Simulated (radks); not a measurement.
Values are calculated unless marked as measured or tabulated.
Ionisation of neutral titanium, [Ar] 3d2 4s2, to Ti+, [Ar] 3d2 4s1, under several functionals. Scalar-relativistic Kohn-Sham, spin-polarised, spherical densities, finite nucleus; open shells are filled with parallel spins first; a radial shooting solver on a logarithmic mesh with Libxc functionals.

| functional | E(Ti) (hartree) | Exc (hartree) | IE (eV) | -e(HOMO) (eV) | <r> HOMO (bohr) | IE error (eV) |
|---|---|---|---|---|---|---|
| BLYP | -853.85667 | -42.22915 | 6.824 | 4.095 | 3.589 | -0.004 |
| MS2 meta-GGA | -853.76037 | -42.12440 | 6.562 | 4.298 | 3.667 | -0.267 |
| PBE | -853.59003 | -41.95774 | 6.705 | 4.174 | 3.607 | -0.123 |
| exchange-only LDA | -849.98195 | -38.26074 | 5.616 | 3.303 | 3.740 | -1.212 |
| BP86 | -853.93090 | -42.30409 | 6.865 | 4.308 | 3.594 | +0.037 |
| PW91 | -853.85084 | -42.22651 | 6.739 | 4.201 | 3.606 | -0.089 |

NIST Atomic Spectra Database: 6.828 eV (measured). Closest: BLYP. The Delta-SCF values span 1.25 eV, the total energies 3.95 hartree. The highest occupied level is 4s. Open shells are spherical and high-spin; term and fine-structure splittings are not resolved.
